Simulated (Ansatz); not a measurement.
BGaH4O, SMILES `B[O][GaH2]`, 7 atoms. Total charge 0; spin multiplicity 1. Correlated methods include outer-core shells of Ga, which these sets cover unevenly. Scalar relativity is left out up to krypton. All runs use 2 threads of an Arm Neoverse N1 on a shared host. Correlated methods freeze the cores. Open-shell runs search over several starts.

(1) Give the basis size and wall time and peak host memory of each of these runs in Ansatz. RKS ωB97M-V/def2-QZVPP energy; UKS ωB97X-V/def2-TZVPP energy of the cation; direct RPA on PBE orbitals/def2-TZVPP energy; RHF-MP2/def2-QZVPP energy; RHF-CCSD(T)/def2-TZVPP energy; RKS ωB97M-V/def2-SVP energy; RHF-CCSD(T)/def2-SVP energy; RKS PBE0-D4/def2-TZVPP energy; RKS B2PLYP (frozen core)/def2-TZVPP energy; RKS PBE0-D4/def2-QZVPP energy; RKS PBE0-D4/def2-TZVP relaxation (15 steps); RKS r2SCAN0-D4/def2-TZVPP energy. (Estimate.)

Answers

(1) Computed: Other jobs shared the machine, so times are rough.

```
                                level                    job  functions  wall time  peak host memory (GiB)
               RKS PBE0-D4/def2-TZVPP                 energy        166      3.7 s                    0.32
                 RHF-CCSD(T)/def2-SVP                 energy         80      4.5 s                    0.23
direct RPA on PBE orbitals/def2-TZVPP                 energy        166      6.5 s                     0.3
  RKS B2PLYP (frozen core)/def2-TZVPP                 energy        166      6.5 s                    0.31
            RKS r2SCAN0-D4/def2-TZVPP                 energy        166        7 s                    0.34
                 RKS ωB97M-V/def2-SVP                 energy         80      8.5 s                    0.21
               RKS PBE0-D4/def2-QZVPP                 energy        323      9.5 s                    0.76
                   RHF-MP2/def2-QZVPP                 energy        323       24 s                     1.1
               RKS ωB97M-V/def2-QZVPP                 energy        323       26 s                    0.94
               UKS ωB97X-V/def2-TZVPP   energy of the cation        166       30 s                    0.58
                RKS PBE0-D4/def2-TZVP  relaxation (15 steps)        134       61 s                    0.25
               RHF-CCSD(T)/def2-TZVPP                 energy        166       66 s                     1.3
```
